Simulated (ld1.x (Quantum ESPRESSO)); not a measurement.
antimony (Sb), TM: configuration errors across variants

antimony (Sb), norm-conserving Troullier–Martins (Kleinman–Bylander form), made with ld1.x (Quantum ESPRESSO) 7.5 (LDA (PZ), scalar-relativistic). Core [Ar] 3d10 4s2, reference 4p6 4d10 5s2 5p3. Waves: 5s (bound): rc 1.50 bohr; 4d (bound): rc 1.60 bohr; 4p (bound): rc 1.15 bohr. Local part: the p channel. Core correction: none.

Occupied shells without a wave of their own: 5p. They enter only through the test configuration that unscreens the potential.

All-electron excitation energies from the reference (eV): (1) 4p6 4d10 5s2 5p2 8.521; (2) 4p6 4d10 5s2 5p1 24.774; (3) 4p6 4d10 5s2 5p0 49.559; (4) 4p6 4d10 5s2 5p3.3 -1.207; (5) 4p6 4d10 5s1 5p3 17.339; (6) 4p6 4d10 5s1 5p0 94.375; (7) 4p6 4d10 5s1 5p4 8.209; (8) 4p6 4d10 5s2 5p3 spin -1.092; (9) 4p6 4d10 5s2 5p2 spin 7.930.

Spin tests fill each open shell by Hund’s rule, majority spin first.

For the base: The 5p level has no wave, so the channel is fitted at the deeper level alone: the likely source of the large errors.

3 further variants failed, have other tests or another functional or relativity, and are left out.

A true bound ghost makes a file unfit for plane-wave use even where its test errors are small: the radial tests pick states by their node count and pass the ghost by.

Errors AE − PS in meV (a dash: test not solved or not reliable):

```csv
change,(1),(2),(3),(4),(5),(6),(7),(8),(9),bound ghosts
base,-296,-748,-1383,+60,-27,-1749,+238,+9.3,-293,s
local potential the d channel,+54,+125,+205,-12,+5.8,+246,-47,-0.1,+54,s
wave 4d (bound): rc 1.60 bohr becomes 4d (bound): rc 2.22 bohr,-296,-751,-1393,+60,-27,-1774,+238,+8.8,-294,s
```

Question: Give the same row for: wave 4p (bound): rc 1.15 bohr becomes 4p (bound): rc 1.62 bohr.

Answer: -880, -2202, -4023, +182, -73, -5043, +712, +23, -875; bound ghosts: s.
